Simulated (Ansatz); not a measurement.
C$_{2}$H$_{9}$NO$_{3}$Si, SMILES `CN(C)[Si](O)(O)O`, one more setting.

```yaml
crystal:
  periodic: [false, false, false]
  atoms:
    - {symbol: C, position_ang: [1.391096, 0.407879, 1.343211]}
    - {symbol: N, position_ang: [0.482522, -0.240156, 0.175510]}
    - {symbol: C, position_ang: [0.875283, -1.766767, -0.184693]}
    - {symbol: Si, position_ang: [-1.056983, 0.577445, -0.590869]}
    - {symbol: O, position_ang: [-1.206686, 0.200223, -2.377529]}
    - {symbol: O, position_ang: [-0.849767, 2.370775, -0.243150]}
    - {symbol: O, position_ang: [-2.677150, -0.028502, 0.029609]}
    - {symbol: H, position_ang: [1.290163, -0.216924, 2.399889]}
    - {symbol: H, position_ang: [2.579887, 0.399412, 1.027695]}
    - {symbol: H, position_ang: [1.062970, 1.565350, 1.545513]}
    - {symbol: H, position_ang: [0.169845, -2.191896, -1.088113]}
    - {symbol: H, position_ang: [0.743286, -2.514476, 0.784330]}
    - {symbol: H, position_ang: [2.046368, -1.846097, -0.552684]}
    - {symbol: H, position_ang: [-0.418461, 0.583181, -2.996527]}
    - {symbol: H, position_ang: [-1.746356, 2.958285, -0.293326]}
    - {symbol: H, position_ang: [-2.711776, -0.283042, 1.070525]}
basis:
  gaussian: {orbitals: aug-pcseg-2}
hamiltonian: {xc: {name: B3LYP5}}
```

```sh
$ ansatz run in.yaml --threads 2 --pin off --events-out ev --progress --plain --max-ram 32768MiB --backend cuda --devices 0, --max-vram 18GiB
```

Shortened log:

```
Functional definition: B3LYP5
2074 factors; their error is unknown
mean field evaluation 1: about -17707.4695 eV, gradient 1.1e2 eV
mean field evaluation 2: about -17655.9324 eV, gradient 1.9e2 eV
mean field evaluation 4: about -17728.2974 eV, gradient 1.2e1 eV
mean field evaluation 8: about -17728.5984 eV, gradient 2.0e-1 eV
mean field evaluation 16: about -17728.6055 eV, gradient 4.1e-4 eV
mean field -17728.60549382 eV, -651.5142350175 hartree, gradient 7.7e-5 eV, S^2 0.000000; 0 other end points of the search recorded, 0 dependent functions left out
reference -17728.60589108 eV, -651.5142496166 hartree; 33, 33 occupied and 500, 500 virtual orbitals, 2074 factors
Total energy: -17728.60589108 eV, -651.5142496166 hartree
```

Run time 17 s (2 threads of an AMD EPYC 7R13 on a shared host and a share of an NVIDIA H100 80 GB); peak host memory 1.1 GiB.
